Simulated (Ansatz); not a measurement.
Total energies of cis-[IrF2(NH3)4]+ (IrN4F2H12⁺) from Ansatz at PBE-D4/def2-TZVP, gas phase (1 Eh = 27.2114 eV = 2625.5 kJ/mol). The reference geometry is relaxed at PBE0-D4/def2-SVP.

```tsv
state	geometry	energy (Eh)
charge 1 singlet	reference	-530.01119
charge 2 doublet	reference	-529.57773
charge 0 doublet	reference	-530.12568
charge 0 doublet	relaxed at PBE0-D4/def2-SVP	-530.13343
charge 1 triplet	relaxed at PBE0-D4/def2-SVP	-529.92715
```

In the def2 sets Ir takes a core potential; there is no spin–orbit coupling.

Q: Work out the vertical ionisation energy to the doublet.

A: E(charge 2 doublet) − E(charge 1 singlet) = -529.57773 − (-530.01119) = 0.43346 Eh = 11.80 eV. For comparison, −ε of the highest occupied level is 8.54 eV at this level, 3.26 eV less.

Q: Work out the vertical electron affinity, to the doublet.

A: E(charge 1 singlet) − E(charge 0 doublet) = -530.01119 − (-530.12568) = 0.11449 Eh = 3.12 eV.

Q: Give the fundamental gap IE − EA, the Mulliken electronegativity (IE + EA)/2 and the hardness (IE − EA)/2.

A: From the values in Eh: IE − EA = 0.43346 − 0.11449 = 0.31897 Eh = 8.68 eV; (IE + EA)/2 = 7.46 eV; (IE − EA)/2 = 4.34 eV. The HOMO–LUMO gap of the same run is 3.61 eV, 5.07 eV smaller than the fundamental gap.

Q: How much does the charge 0 doublet relax, and what is the adiabatic electron affinity?

A: Relaxation: -530.12568 − (-530.13343) = 0.00775 Eh = 0.21 eV. Adiabatic electron affinity: 0.12224 Eh = 3.33 eV, without zero-point energy. 

Q: Which of the charge 1 states is lowest, and how far above it are the others?

A: The singlet. triplet: -529.92715 − (-530.01119) = 0.08404 Eh = 220.6 kJ/mol. A quintet, which d6 allows, wasn't run and may lie lower.
